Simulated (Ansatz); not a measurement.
C2H3FOSi, SMILES `C#C[SiH](O)F`. Charge 0, multiplicity 1.

```xyz
8

C     2.0845   -0.3673    0.3629
C     0.9255   -0.2786    0.0424
Si   -0.8132   -0.1066   -0.4662
O    -1.4890    1.2063    0.2113
F    -1.5589   -1.4333   -0.0016
H     3.1095   -0.4509    0.6456
H    -0.9682    0.0227   -1.9213
H    -1.2902    1.4078    1.1270
```

(1) Give the diagnostics of a CCSD(T)/def2-TZVPP run (frozen core, Ansatz 0.2.0). (Estimate.)

Answers

(1) Ansatz gave: T1 = 0.0126, largest single amplitude 0.016, largest double 0.058, (T) share of the correlation energy 3.8 %, 9 CCSD cycles. The RHF solution is stable towards an unrestricted one. T1 lies under the customary mark of 0.02 for closed shells.
